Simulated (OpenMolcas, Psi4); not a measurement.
**How methods differ on InCNClF (SMILES N#[C][In]([F])[Cl])**

InCNClF: 5 atoms, total charge 0, spin state singlet. SMILES: `N#[C][In]([F])[Cl]`. The coordinates come from a PBE0-D4/def2-TZVP relaxation.

Quantity: the dipole moment, in D. The values are calculated.

```csv
level,kind,program,value (D),CPU time
HF/def2-SVP (core potential),Hartree–Fock,OpenMolcas,1.46,7.5 s
"HF/def2-SVP (density fitting, core potential)",Hartree–Fock,Psi4,1.46,5 s
SVWN5/def2-SVP (core potential),LDA,OpenMolcas,1.52,15 s
BLYP/def2-SVP (core potential),GGA,OpenMolcas,1.50,20 s
revPBE/def2-SVP (core potential),GGA,OpenMolcas,1.37,20 s
TPSS/def2-SVP (core potential),meta-GGA,OpenMolcas,1.36,28 s
B3LYP/def2-SVP (core potential),global hybrid,OpenMolcas,1.50,18 s
PBE0/def2-SVP (core potential),global hybrid,OpenMolcas,1.42,16 s
```

The values span 1.36 to 1.52 D. Magnitudes only. CPU times are rough (shared hosts, several kinds of processor): they show what a rung costs within a factor of a few.
